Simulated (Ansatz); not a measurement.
Computed with Ansatz on PBE0-D4/def2-TZVP structures; ΔE is electronic, products minus reactants. CCSD(T)/CBS adds triple-zeta CCSD(T) − MP2 to the extrapolated MP2 energy (def2 sets, frozen cores). DFT in def2-TZVPP. Elements past krypton have def2 core potentials. For Br, In outer-core shells are correlated without core-valence functions, which leaves a few kJ/mol of doubt a bond. Scalar relativity is left out up to krypton. One conformer a species, not always the lowest.

Reaction (ligand exchange at the In–O bond): `[NH2][In]([NH2])[O][SiH3]` + HBr → `[NH2][In]([NH2])[Br]` + silanol

```tsv
level	ΔE (kJ/mol)
PBE-D4	-93.0
BLYP	-91.4
MP2/def2-SVP	-84.0
CCSD/def2-TZVPP	-88.5
```

Question: What does CCSD(T)/CBS give? (An estimate is asked.)

Answer: Ansatz gave: -88.3 kJ/mol. The listed levels differ from it by -4.7, -3.1, 4.3, -0.2 kJ/mol.

Largest T1 diagnostic among the species: 0.015.

At CCSD(T), def2-SVP lies +7.3 kJ/mol from the extrapolated value and def2-TZVPP +2.3 kJ/mol. From r2SCAN to r2SCAN0 (25 % exact exchange), in def2-TZVPP and without D4, ΔE moves by −5.2 kJ/mol.

CCSD(T)/CBS has its own doubt, a few kJ/mol and more with outer-core shells, so smaller differences from it don't rank the levels.
